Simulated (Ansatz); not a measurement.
FH5OSi2 (`O[SiH](F)[SiH3]`), 9 atoms. Charge 0, multiplicity 1. All runs use 2 threads of a server CPU on a shared host. Correlated methods freeze the cores.

How many basis functions does each run have, and how long does it take in Ansatz? direct RPA on PBE orbitals/def2-TZVPP energy; RHF-MP2/def2-QZVPP energy; RKS PBE0-D4/def2-TZVPP energy; RKS ωB97M-V/def2-SVP energy; RKS BLYP-D4/def2-TZVPP energy; RKS B97M-V/def2-TZVPP energy; RHF-CCSD(T)/def2-TZVPP energy; RKS PBE0-D4/def2-SVP energy; RKS PBE0-D4/def2-TZVP frequencies; RKS PBE0-D4/def2-QZVPP energy; RHF-CCSD(T)/def2-SVP energy; RKS PBE0-D4/def2-TZVP relaxation (8 steps). (Best estimate.)

Computed: Other jobs shared the machine, so times are rough.

```json
{"level": "RKS BLYP-D4/def2-TZVPP", "job": "energy", "functions": "216", "wall time": "3.4 s", "peak host memory (GiB)": "0.25"}
{"level": "RHF-CCSD(T)/def2-SVP", "job": "energy", "functions": "89", "wall time": "4.1 s", "peak host memory (GiB)": "0.28"}
{"level": "RKS PBE0-D4/def2-TZVPP", "job": "energy", "functions": "216", "wall time": "4.4 s", "peak host memory (GiB)": "0.45"}
{"level": "RKS ωB97M-V/def2-SVP", "job": "energy", "functions": "89", "wall time": "8 s", "peak host memory (GiB)": "0.25"}
{"level": "RKS PBE0-D4/def2-QZVPP", "job": "energy", "functions": "404", "wall time": "12 s", "peak host memory (GiB)": "1.2"}
{"level": "RKS PBE0-D4/def2-SVP", "job": "energy", "functions": "89", "wall time": "16 s", "peak host memory (GiB)": "0.16"}
{"level": "RKS B97M-V/def2-TZVPP", "job": "energy", "functions": "216", "wall time": "21 s", "peak host memory (GiB)": "0.32"}
{"level": "RHF-MP2/def2-QZVPP", "job": "energy", "functions": "404", "wall time": "41 s", "peak host memory (GiB)": "1.8"}
{"level": "direct RPA on PBE orbitals/def2-TZVPP", "job": "energy", "functions": "216", "wall time": "77 s", "peak host memory (GiB)": "0.4"}
{"level": "RHF-CCSD(T)/def2-TZVPP", "job": "energy", "functions": "216", "wall time": "2.3 min", "peak host memory (GiB)": "3.1"}
{"level": "RKS PBE0-D4/def2-TZVP", "job": "frequencies", "functions": "166", "wall time": "5 min", "peak host memory (GiB)": "0.35"}
{"level": "RKS PBE0-D4/def2-TZVP", "job": "relaxation (8 steps)", "functions": "166", "wall time": "7.6 min", "peak host memory (GiB)": "0.36"}
```
